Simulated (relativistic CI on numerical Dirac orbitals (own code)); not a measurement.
# Sensitivity of the levels of Mn²³⁺ to α and to the nuclear radius

Calculated at this level of theory: Dirac-Coulomb-Breit CI, orbitals from a KLI potential per configuration, derivatives by finite differences, unscaled Slater integrals, QED left out (own radial code, finite nucleus).

Configurations in the expansion: 1s2, 1s 2s, 1s 2p. Levels of other configurations are missing.

With x = (α/α₀)² − 1 an excitation energy changes as ω = ω₀ + qx; K = 2q/ω₀ is the relative enhancement. Terms are leading LS components, so labels can repeat. The field-shift factor is F = δν/δ⟨r²⟩ for the transition from the lowest level.

Lowest level 1s2 1S_0.

```tsv
Level	ω₀ (cm⁻¹)	q (cm⁻¹)	K	F (GHz/fm²)
1s 2s 3S_1	49381637	331800	0.0134	-606
1s 2p 3P°_0	49608411	357300	0.0144	-698
1s 2p 3P°_1	49623521	359800	0.0145	-698
1s 2s 1S_0	49625798	348300	0.014	-608
1s 2p 3P°_2	49722337	473500	0.019	-699
1s 2p 1P°_1	49868034	457400	0.0183	-696
```

At this charge energies of transitions that change n are usually good to better than 1 %, and those within a shell (Δn = 0) to a few per cent.
